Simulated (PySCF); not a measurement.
**CsZn⁺ at RHF-CCSD**

Level: RHF-CCSD. PySCF, scalar-relativistic core potentials, basis sets Cs def2-SVPD with ECP46, Zn def2-SVPD.

For CsZn⁺, the state is ¹Σ⁺ (singlet), closed shell, the bond length is 4.033 Å and the harmonic wavenumber is 43.7 cm⁻¹. The force constant is 0.0486 mdyn/Å. The rotational constant Be is 0.02401 cm⁻¹, the anharmonicity ωexe is 0.492 cm⁻¹ and the vibration–rotation constant αe is 0.000285 cm⁻¹. The well depth De to Cs⁺ + Zn is 0.18 eV. The dissociation energy D0 is 0.17 eV.

Correlated steps freeze 5 core orbitals. The bond is weak. Basis-set superposition, not corrected here, can be much of De in a small basis, most of all at correlated wavefunction levels. Spin–orbit coupling is left out. For an ion De counts to the pair picked by the measured ionisation energies or electron affinities, which need not be the lowest pair at this level.
